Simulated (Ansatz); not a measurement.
`[SiH3][SiH2][GeH2][SiH3]` + H–F → `F[SiH2][GeH2][SiH3]` + SiH₄  (cleavage of the Si–Si bond)

Program: Ansatz. Geometries: PBE0-D4/def2-TZVP. ΔE: electronic, gas phase. CCSD(T)/CBS is the MP2 limit (def2-TZVPP, def2-QZVPP) plus CCSD(T) − MP2 in def2-TZVPP, frozen cores. This one scheme is used for every species. DFT in def2-TZVPP. B3LYP here is the variant with VWN-RPA as its local correlation; programs differ in this. For Ge outer-core shells are correlated without core-valence functions, which leaves a few kJ/mol of doubt a bond. Scalar relativity is left out up to krypton. One conformer a species, not always the lowest.

```tsv
level	ΔE (kJ/mol)	difference from CCSD(T)/CBS
PBE0-D4	-93.5	15.2
B3LYP-D4	-114.9	-6.2
B2PLYP	-123.7	-15.0
PBE	-98.0	10.7
r2SCAN	-112.7	-4.0
PBE0	-100.5	8.2
B3LYP	-127.0	-18.3
HF/def2-TZVPP	-147.4	-38.7
MP2/def2-TZVPP	-112.4	-3.7
SCS-MP2/def2-TZVPP	-122.3	-13.6
CCSD/def2-TZVPP	-114.7	-6.0
HF/def2-QZVPP	-150.3	-41.6
MP2/def2-QZVPP	-112.9	-4.2
SCS-MP2/def2-QZVPP	-122.7	-14.0
HF/CBS(def2)	-150.7	-42.0
MP2/CBS(def2)	-111.6	-2.9
CCSD(T)/CBS	-108.7	0
```

Largest T1 diagnostic among the species: 0.013.

In def2-TZVPP, CCSD(T) changes the Hartree–Fock value by +38.0 kJ/mol (the triples alone add +5.3 kJ/mol) and MP2 by +35.0 kJ/mol. The D4 term adds +12.2 kJ/mol with B3LYP and +7.1 kJ/mol with PBE0; it sums over pairs of atoms, weighted by their polarisabilities, and B3LYP, whose exchange is more repulsive, gets the larger term.

CCSD(T)/CBS has its own doubt, a few kJ/mol and more with outer-core shells, so smaller differences from it don't rank the levels.
